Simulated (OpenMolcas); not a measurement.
Pd4+ among 4 point charges of -2.5 e arranged as a square (D4h), 1.98 Å from the ion.
```
   1.9800    0.0000    0.0000  -2.50
   0.0000    1.9800    0.0000  -2.50
  -1.9800    0.0000    0.0000  -2.50
   0.0000   -1.9800    0.0000  -2.50
```

```
Program             : OpenMolcas 26.06
Method              : CASSCF
Basis               : ANO-RCC-VDZP [6s5p3d1f]
Scalar Hamiltonian  : DKH2, point nucleus
Active space        : 6 electrons in 5 orbitals (4d)
State averaging     : 2S+1 = 5 even, 5 roots; 2S+1 = 3 even, 45 roots; 2S+1 = 1 even, 50 roots
Spin-orbit coupling : state interaction with AMFI integrals over the reference wave functions
```

(1) What is the spin-free ground state (labels of D4, the rotations of D4h)?

(2) Where is the first state of the same spin?

(3) What are the lowest two levels with spin-orbit coupling?

(4) What is χT at 300 K, and how does it compare with the textbook value?

## Answers

(1) 5A1, 1-fold in its orbital part, 100 % from free-ion D terms; it has the highest spin that d6 allows.

(2) 5E at 4760 cm-1 above the ground state.

(3) A 1-fold level A1, then a 2-fold level E 143.7 cm-1 above it. Their leading multiplicities are 5 (97 %) and 5 (98 %).

(4) The lowest level has 2S+1 = 5, for which the spin-only value is χT = S(S+1) / 2 = 3.000 cm3 K/mol (g = 2). The computed 3.978 at 300 K differs by +0.978, through orbital momentum, spin-orbit coupling and any other state in reach.

Without dynamic correlation the repulsion within the d shell is too large (B by tens of per cent), so at a given field states of lower spin stand too high. Point charges give a weaker field than real ligands, and real ions of this kind are as a rule low spin; the high spin found here belongs to the model. This is an electrostatic model: the charges have no orbitals. No measured value stands beside these numbers.
